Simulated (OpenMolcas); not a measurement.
# Au3+: moving or changing the point charges

Au3+ among 4 point charges of -1 e arranged as a tetrahedron (Td), 1.97 Å from the ion.
```
   1.1374    1.1374    1.1374  -1.00
   1.1374   -1.1374   -1.1374  -1.00
  -1.1374    1.1374   -1.1374  -1.00
  -1.1374   -1.1374    1.1374  -1.00
```

```json
{
 "Program": "OpenMolcas 26.06",
 "Method": "CASSCF",
 "Basis": "ANO-RCC-VDZP [7s6p4d2f]",
 "Scalar Hamiltonian": "DKH2, point nucleus",
 "Active space": "8 electrons in 5 orbitals (5d)",
 "State averaging": "2S+1 = 3 even, 10 roots; 2S+1 = 1 even, 15 roots",
 "Spin-orbit coupling": "state interaction with AMFI integrals over the reference wave functions"
}
```

Runs around this geometry, states (labels of Td). Energies in cm-1 above the lowest state or level, χT in cm3 K/mol; under a threefold ground state the first gap can be a small split of the lowest multiplet, not the spin-orbit step; 10Dq and B are least-squares fits to the states below 45000 cm-1, weighted by degeneracy, with a free offset, and given where the rms deviation is under 5 % of |10Dq| (or 100 cm-1) and under 700 cm-1; 10Dq is negative for this site.

```tsv
R (Å)	q (e)	Ground state	First state of that spin	10Dq	B (rms of fit)	First gap with spin-orbit (degeneracies)	χT at 300 K	First state of another spin
1.97	-0.8	3T1	3T2 1392	-1663	923 (22)	469.3 (1, 3)	2.773	1T2 12771
1.88	-1	3T1	3T2 2071	-2446	920 (36)	670.8 (1, 3)	2.235	1T2 12980
1.97	-1	3T1	3T2 1697	-2015	922 (29)	561.8 (1, 3)	2.515	1T2 12870
2.16	-1	3T1	3T2 1135	-1360	924 (19)	388.2 (1, 3)	3.004	1T2 12684
```

Taking |10Dq| as R^-n, n = -ln(1360 / 2446) / ln(2.16 / 1.88) = 4.2 between the shortest and longest distance. The point-charge formula for a cubic d site gives n = 5.

Scaling the charges by -0.8 / -1 = 0.80 scales |10Dq| by 1663 / 2015 = 0.83; with fixed orbitals a first-order splitting would follow the charge.

An orbital triplet at a regular site is open to Jahn-Teller coupling, which can distort the site and quench the lowest spin-orbit gaps and is left out. Without dynamic correlation the repulsion within the d shell is too large (B by tens of per cent), so at a given field states of lower spin stand too high. Real 4d8 and 5d8 ions are as a rule square planar and diamagnetic. The ground term spreads over less than 5000 cm-1, several times less than with real ligands, so orbital moments are less quenched and χT lies further from the spin-only value than at real sites. Point charges carry no covalency, so the field is a model and not that of real ligands. No measured value stands beside these numbers.
